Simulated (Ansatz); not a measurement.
Start from `[Cl][SnH2][Cl]` and change one atom or group to get `[Cl][SnH2][Br]`.

Ansatz, PBE0-D4/def2-TZVP geometries, multiplicity 1. 

Elements past krypton have def2 core potentials. Scalar relativity is left out up to krypton.

```
                               property  `[Cl][SnH2][Cl]`
HOMO–LUMO gap (ωB97M-V/def2-TZVPP) / eV             11.72
  HOMO–LUMO gap (B3LYP/def2-TZVPP) / eV              7.00
    LUMO energy (B3LYP/def2-TZVPP) / eV             -1.68
  HOMO energy (ωB97M-V/def2-TZVPP) / eV            -11.15
  LUMO energy (ωB97M-V/def2-TZVPP) / eV              0.57
    HOMO–LUMO gap (PBE/def2-TZVPP) / eV              5.28
```

Task: What does the change do to each property? (Best estimate.)

Result: The calculation gave: 
```csv
property,`[Cl][SnH2][Br]`,shift
HOMO–LUMO gap (ωB97M-V/def2-TZVPP) / eV,11.08,-0.64
HOMO–LUMO gap (B3LYP/def2-TZVPP) / eV,6.41,-0.59
LUMO energy (B3LYP/def2-TZVPP) / eV,-1.87,-0.19
HOMO energy (ωB97M-V/def2-TZVPP) / eV,-10.75,0.40
LUMO energy (ωB97M-V/def2-TZVPP) / eV,0.34,-0.23
HOMO–LUMO gap (PBE/def2-TZVPP) / eV,4.80,-0.48
```

With PBE0 the HOMO rises by 0.39 eV and the LUMO falls by 0.20 eV, so the gap narrows by about 0.59 eV. PBE moves the HOMO by 0.31 eV and ωB97M-V by 0.40 eV.

B3LYP here is the variant with VWN-RPA as its local correlation; programs differ in this.

Spin–orbit coupling is left out; it splits and shifts lone-pair levels of the heavy atoms by tenths of an eV.
